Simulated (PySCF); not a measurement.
Si(H)(Br)(Me)(vinyl) (C3H7BrSi), SMILES C=C[SiH](C)Br. Atoms are numbered in the order given.

```xyz
12

Si     0.1795    -0.5009    -0.8649
C      1.5327    -1.7585    -0.5822
Br     0.3933     1.1406     0.6477
C     -1.5159    -1.2584    -0.6948
C     -2.4486    -0.8897     0.1889
H      0.3355     0.1338    -2.2070
H      1.4489    -2.5744    -1.3184
H      2.5256    -1.2970    -0.6878
H      1.4514    -2.1904     0.4264
H     -1.7512    -2.0820    -1.3849
H     -2.2722    -0.0741     0.8992
H     -3.4250    -1.3837     0.2403
```

The structure is a stationary point at PBE0-D3(BJ)/def2-SVP. One conformer was computed; it need not be the lowest.

The numbers are results of PBE0-D3(BJ)/def2-SVP in PySCF, not measurements.

Frequencies are harmonic and unscaled.

| mode | ν (cm⁻¹) | IR (km/mol) | moving atoms (share of kinetic energy) |
|---|---|---|---|
| 1 | 82 | 0.1 | C 58 %, H 39 % |
| 2 | 136 | 0.5 | C 50 %, Br 24 %, H 17 %, Si 9 % |
| 3 | 167 | 0.4 | H 62 %, C 27 % |
| 4 | 172 | 0.4 | H 68 %, C 22 % |
| 5 | 219 | 0.9 | H 41 %, Si 29 %, C 27 % |
| 6 | 352 | 7.3 | C 44 %, Si 22 %, H 19 %, Br 15 % |
| 7 | 425 | 31.4 | Si 52 %, C 20 %, Br 14 %, H 13 % |
| 8 | 501 | 14.5 | H 71 %, C 26 % |
| 9 | 644 | 8.1 | C 44 %, H 40 %, Si 16 % |
| 10 | 684 | 13.6 | H 66 %, C 24 %, Si 10 % |
| 11 | 737 | 40.0 | H 50 %, C 27 %, Si 23 % |
| 12 | 763 | 68.4 | H 64 %, C 21 %, Si 15 % |
| 13 | 837 | 186.3 | H 69 %, Si 16 %, C 14 % |
| 14 | 897 | 128.2 | H 80 %, C 13 % |
| 15 | 1002 | 24.9 | H 73 %, C 27 % |
| 16 | 1003 | 21.9 | H 83 %, C 15 % |
| 17 | 1032 | 14.4 | H 93 % |
| 18 | 1261 | 26.0 | H 78 %, C 22 % |
| 19 | 1271 | 1.1 | H 73 %, C 27 % |
| 20 | 1415 | 24.0 | H 86 %, C 14 % |
| 21 | 1421 | 3.0 | H 96 % |
| 22 | 1427 | 3.7 | H 96 % |
| 23 | 1691 | 7.1 | C 87 %, H 13 % |
| 24 | 2234 | 117.4 | H 97 % |
| 25 | 3058 | 1.0 | H 97 % |
| 26 | 3135 | 6.2 | H 94 % |
| 27 | 3149 | 6.0 | H 93 % |
| 28 | 3164 | 1.2 | H 91 %, C 9 % |
| 29 | 3179 | 0.4 | H 91 %, C 9 % |
| 30 | 3243 | 2.9 | H 89 %, C 11 % |
